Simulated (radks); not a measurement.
Values are calculated unless marked as measured or tabulated.
Species: the fluorine ion F3+. Configuration: [He] 2s1.5 2p2 3s0.5 (fractional occupations, a model configuration). Code: a radial shooting solver on a logarithmic mesh with Libxc functionals. Model: scalar-relativistic Kohn-Sham, exchange-only r2SCAN, spin-polarised, spherical densities, finite nucleus; open shells are filled with parallel spins first; meta-GGA in the generalised Kohn-Sham scheme; Fermi nuclear charge, rms radius 2.8976 fm.

Normalised radial functions P(r) = r R(r), r in bohr:

r           2s up   2p up    3s up
0.007019   0.0958  0.0014   0.0368
0.007914   0.1071  0.0017   0.0412
0.008852   0.1188  0.0022   0.0456
0.009981   0.1325  0.0027   0.0509
0.01116    0.1466  0.0034   0.0563
0.01259    0.1631  0.0043   0.0627
0.01408    0.1799  0.0053   0.0691
0.01587    0.1994  0.0067   0.0766
0.01775    0.2191  0.0083   0.0842
0.02002    0.2419  0.0104   0.0929
0.02239    0.2645  0.0129   0.1016
0.02525    0.2903  0.0162   0.1115
0.02824    0.3156  0.0199   0.1212
0.03184    0.3437  0.0249   0.1320
0.03561    0.3707  0.0307   0.1423
0.04015    0.4000  0.0382   0.1535
0.04491    0.4269  0.0468   0.1637
0.05063    0.4548  0.0580   0.1743
0.05664    0.4789  0.0706   0.1834
0.06386    0.5015  0.0870   0.1919
0.07142    0.5184  0.1054   0.1980
0.08053    0.5302  0.1289   0.2022
0.09007    0.5339  0.1548   0.2031
0.1016     0.5279  0.1876   0.2001
0.1136     0.5110  0.2232   0.1928
0.1281     0.4789  0.2673   0.1793
0.1433     0.4338  0.3144   0.1607
0.1615     0.3677  0.3714   0.1337
0.1807     0.2883  0.4305   0.1015
0.2037     0.1837  0.4999   0.0593
0.2278     0.0682  0.5698   0.0130
0.2569    -0.0737  0.6495  -0.0434
0.2873    -0.2203  0.7267  -0.1009
0.324     -0.3874  0.8096  -0.1653
0.3624    -0.5467  0.8840  -0.2247
0.4086    -0.7127  0.9566  -0.2833
0.457     -0.8549  1.0142  -0.3287
0.5152    -0.9834  1.0602  -0.3619
0.5763    -1.0728  1.0836  -0.3733
0.6498    -1.1282  1.0836  -0.3596
0.7268    -1.1376  1.0578  -0.3189
0.8195    -1.1007  1.0016  -0.2440
0.9166    -1.0250  0.9240  -0.1460
1.033     -0.9073  0.8179  -0.0159
1.156     -0.7737  0.7038   0.1210
1.303     -0.6188  0.5737   0.2748
1.458     -0.4760  0.4535   0.4179
1.644     -0.3376  0.3343   0.5560
1.838     -0.2298  0.2381   0.6557
2.073     -0.1412  0.1550   0.7183
2.318     -0.0840  0.0981   0.7284
2.614     -0.0461  0.0579   0.6876
2.924     -0.0243  0.0329   0.6092
3.297     -0.0109  0.0162   0.4954
3.687     -0.0046  0.0076   0.3779
4.157     -0.0016  0.0030   0.2584
4.65      -0.0005  0.0011   0.1655
5.243     -0.0001  0.0004   0.0923
5.864     0.0000  0.0001   0.0480
6.612     0.0000  0.0000   0.0210
7.396     0.0000  0.0000   0.0085
8.338     0.0000  0.0000   0.0028

2s up: eigenvalue -102.03 eV, 1 radial node at r = 0.242 bohr, <r> = 0.850 bohr, 90 % of the charge inside 1.32 bohr. 2p up: eigenvalue -82.428 eV, 0 radial nodes, <r> = 0.798 bohr, 90 % of the charge inside 1.31 bohr. 3s up: eigenvalue -29.128 eV, 2 radial nodes at r = 0.235, 1.05 bohr, <r> = 2.47 bohr, 90 % of the charge inside 3.58 bohr.
